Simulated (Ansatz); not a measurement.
`O[SiH2]C(F)Br` at its PBE0-D4/def2-TZVP geometry, where that method's forces vanish. The species carries charge 0 and has multiplicity 1.

```xyz
9

O    -0.9085   -1.6050    0.2494
Si   -0.3335   -0.1759    0.7986
C     0.6133    0.7466   -0.5712
F    -0.2297    1.0118   -1.6229
Br    2.0955   -0.3464   -1.2044
H    -1.4759   -1.6017   -0.5231
H     0.5932   -0.4609    1.9130
H    -1.4251    0.7440    1.2182
H     1.0707    1.6874   -0.2578
```

Task: What forces (eV/Å) does r2SCAN-D4/def2-TZVPP give on these atoms in the Gaussian-basis code of Ansatz? (Best estimate.)

Result: Ansatz gave: 
```
O1   0.001 -0.045  0.003
Si2  0.005  0.023  0.035
C3   0.007  0.107  0.408
F4  -0.231  0.066 -0.274
Br5  0.227 -0.167 -0.100
H6  -0.018 -0.004 -0.023
H7  -0.020  0.006 -0.018
H8   0.018 -0.001 -0.005
H9   0.011  0.015 -0.026
```
